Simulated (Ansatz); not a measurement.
Mulliken charges of CH3Se2 (`C[Se][Se]`) radical from ωB97M-V/def2-TZVPP in Ansatz (PBE0-D4/def2-TZVP geometry).

```
atom   x (Å)   y (Å)   z (Å)  charge (e)
  C1  -0.393   0.414  -0.329      -0.407
 Se2  -0.051  -0.618   1.290       0.109
 Se3   1.866  -1.655   0.824      -0.161
  H4   0.427   1.112  -0.483       0.158
  H5  -1.329   0.952  -0.176       0.144
  H6  -0.479  -0.269  -1.171       0.158
```

Q: By hand: the dipole of these point charges (1 e Å = 4.8032 D).

A: Σ q r = (-0.346, 0.301, -0.145) e Å, of length 0.481 e Å = 2.31 D.

Q: How does the dipole of the full density compare? (An estimate is asked.)

A: The calculation gave: (-0.296, 0.301, -0.211) e Å, 2.27 D; the point charges give 1.02 times that, at 10° from its direction.

Point charges leave out the atoms' own dipoles, such as those of lone pairs, and Mulliken's split depends on the basis, so the close match here is no proof of good charges.
